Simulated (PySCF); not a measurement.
**Be⁺ (beryllium, charge +1) across methods**

[He] 2s1, 2S determinant. Computed with PySCF 2.14 in aug-cc-pVTZ-DK (5s4p3d2f, 46 functions), with the spin-free X2C one-electron Hamiltonian (Gaussian nucleus).

```
method  E (hartree)  mean ε 1s α (eV)  mean ε 1s β (eV)  mean ε 2s α (eV)  Σ⟨r²⟩ (bohr²)   ⟨S²⟩
  PBE0     -14.3088           -123.61           -122.97           -15.477          6.458  0.750
   M06     -14.3345           -123.83           -123.30           -15.049          6.539  0.750
r2SCAN     -14.3278           -120.12           -119.72           -14.596          6.478  0.750
  TPSS     -14.3402           -119.40           -118.91           -14.509          6.431  0.750
   LDA     -14.1172           -116.36           -115.86           -14.297          6.523  0.750
   PBE     -14.3007           -117.79           -117.27           -14.464          6.452  0.750
 HSE06     -14.3113           -123.21           -122.56           -15.070          6.457  0.750
   UHF    -14.27972           -140.39           -139.31           -18.130          6.557  0.750
  MN15     -14.3355           -122.96           -122.52           -15.295          6.598  0.750
```
